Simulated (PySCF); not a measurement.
Shapes and spin states of IrH₃⁺

Method: PBE0/[Ir def2-TZVP with ECP60, H def2-TZVP], scalar-relativistic core potentials, density fitting, no spin–orbit coupling, PySCF.

Relaxations began from a few typed shapes and spin states; open shells are unrestricted. The search is not exhaustive: other isomers or separated fragments can lie lower, and high-lying points may rest on an excited occupation.

(1) Order these stationary points by electronic energy, lowest first, in kJ/mol from the lowest minimum.
A. quartet C2v: Ir–H 1.540 Å, Ir–H 1.663 Å (×2); H–Ir–H 105.6° (×2), H–Ir–H 148.8°
B. quartet C2v: Ir–H 1.540 Å, Ir–H 1.648 Å (×2); H–Ir–H 68.6° (×2), H–Ir–H 137.2°
C. quartet C2v: Ir–H 1.577 Å (×2), Ir–H 1.717 Å; H–Ir–H 79.5°, H–Ir–H 140.2° (×2)
D. broken-symmetry Ms = 1/2 (⟨S²⟩ 1.77) C2v: Ir–H 1.559 Å, Ir–H 1.649 Å (×2); H–Ir–H 74.2° (×2), H–Ir–H 148.4°
E. quartet Cs: H–H 0.806 Å, Ir–H 1.591 Å, Ir–H 1.927 Å (×2); H–H–Ir 77.9° (×2), H–Ir–H 24.1°, H–Ir–H 140.8° (×2)
F. quartet Cs: H–H 0.789 Å, Ir–H 1.580 Å, Ir–H 1.979 Å, Ir–H 2.053 Å; H–H–Ir 73.4°, H–H–Ir 84.1°, H–Ir–H 22.5°, H–Ir–H 117.2°, H–Ir–H 139.6°
G. sextet C2v: Ir–H 1.755 Å (×2), Ir–H 1.827 Å; H–Ir–H 95.2° (×2), H–Ir–H 169.6°
H. sextet C3v: Ir–H 1.710 Å (×3); H–Ir–H 119.5° (×3)

(2) Which of them are minima?

Answers

(1) E (0.0), F (8.9), B (70.6), C (101.7), A (103.2), D (109.2), H (380.3), G (441.2).

(2) By energy in kJ/mol, 0.0: minimum; 8.9: saddle point, 1 imaginary mode; 70.6: saddle point, 1 imaginary mode; 101.7: saddle point, 1 imaginary mode; 103.2: saddle point, 1 imaginary mode; 109.2: minimum; 380.3: minimum; 441.2: saddle point, 2 imaginary modes.

For the lowest minimum: with open d or f shells other occupations or spin states may lie lower. With an element this heavy the missing spin–orbit coupling can shift these numbers.
